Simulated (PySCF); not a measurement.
**Technetium: a sound run and one with changed settings**

Sound run: Tc [Kr] 4d5 5s2, Tc⁺ [Kr] 4d5 5s1. All numbers are calculated (PySCF 2.14, the spin-free X2C one-electron Hamiltonian (Gaussian nucleus), in x2c-TZVPall (8s6p6d1f, 63 functions)). In the sound run the correlated levels freeze [Kr]. The sound run starts from symmetry-adapted Hartree-Fock orbitals and uses a fine grid where one is needed.

A second run was set up differently.

```
species  method  sound run (hartree)  changed run (hartree)  converged
     Tc     MP2          -4283.14349            -4283.50790        yes
    Tc⁺     MP2          -4282.90549            -4283.26380        yes
```

Ionisation energy of Tc:

```json
{"method": "UHF", "sound run (eV)": "5.539", "changed run (eV)": "5.539"}
{"method": "MP2", "sound run (eV)": "6.476", "changed run (eV)": "6.642"}
{"method": "SCS-MP2", "sound run (eV)": "6.682", "changed run (eV)": "6.731"}
```

Problem. What was changed?
A. too few SCF iterations
B. basis contracted for another Hamiltonian
C. level shift left on
D. all electrons correlated in a valence basis

Solution. D. A valence basis has no tight correlating functions, so it recovers only part of the core correlation, and not evenly between atom and ion.
